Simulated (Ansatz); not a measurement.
`[F][GeH]([F])[SiH3]` + H₂O → `[OH][GeH]([F])[SiH3]` + H–F at 298.15 K and 1 bar (formal hydrolysis of a Ge–F bond).

Calculated with Ansatz (gas phase, PBE0-D4/def2-TZVP geometries, no zero-point term in ΔE). CBS: MP2 limit from def2 TZ/QZ plus the TZ coupled-cluster correction, frozen cores. This one scheme is used for every species. For Ge outer-core shells are correlated without core-valence functions, which leaves a few kJ/mol of doubt a bond. Scalar relativity is left out up to krypton. One conformer a species, not always the lowest.

```json
{"species": "`[F][GeH]([F])[SiH3]`", "CCSD(T)/CBS energy (Eh)": "-2567.24983", "H − E (kJ/mol)": "118.8", "S (J/(mol·K))": "348.6"}
{"species": "H₂O", "CCSD(T)/CBS energy (Eh)": "-76.37941", "H − E (kJ/mol)": "66.4", "S (J/(mol·K))": "188.7"}
{"species": "`[OH][GeH]([F])[SiH3]`", "CCSD(T)/CBS energy (Eh)": "-2543.22347", "H − E (kJ/mol)": "150.2", "S (J/(mol·K))": "356.9"}
{"species": "H–F", "CCSD(T)/CBS energy (Eh)": "-100.39570", "H − E (kJ/mol)": "33.5", "S (J/(mol·K))": "173.6"}
```

H − E and S are ideal-gas, rigid-rotor, harmonic terms from PBE0-D4/def2-TZVP, for one conformer and one mirror image of each species. 1 Eh = 2625.50 kJ/mol, R = 8.31446 J/(mol·K).

Problem. By hand: ΔE, ΔH, ΔS and ΔG.

Solution. ΔE = (-2543.22347) + (-100.39570) − (-2567.24983) − (-76.37941) = 0.01007 Eh = 26.4 kJ/mol. Δ(H − E) = 150.2 + 33.5 − 118.8 − 66.4 = -1.5, so ΔH = 24.9 kJ/mol. ΔS = 356.9 + 173.6 − 348.6 − 188.7 = -6.8 J/(mol·K). ΔG = 24.9 − 298.15 × (-6.8)/1000 = 26.9 kJ/mol.

Problem. By hand: the equilibrium constant, and the temperature at which ΔG would vanish if ΔH and ΔS stayed fixed.

Solution. log₁₀ K = −ΔG/(RT ln 10) = -4.7. ΔH and −TΔS have one sign here, so there is no such temperature.

The number of gas molecules stays the same, so ΔS is small and ΔH decides. A doubt of 5 kJ/mol in ΔE shifts log₁₀ K by 0.9 here. Other conformers and mirror images would add mixing entropy, several J/(mol·K) or more a flexible species. These are equilibria of isolated gas molecules and say nothing of rates. Largest T1 diagnostic: 0.013 (customary marks: 0.02 for closed shells, 0.045 for open ones).

ΔS is within the doubt of such terms, so its sign, and with it that verdict, could turn.
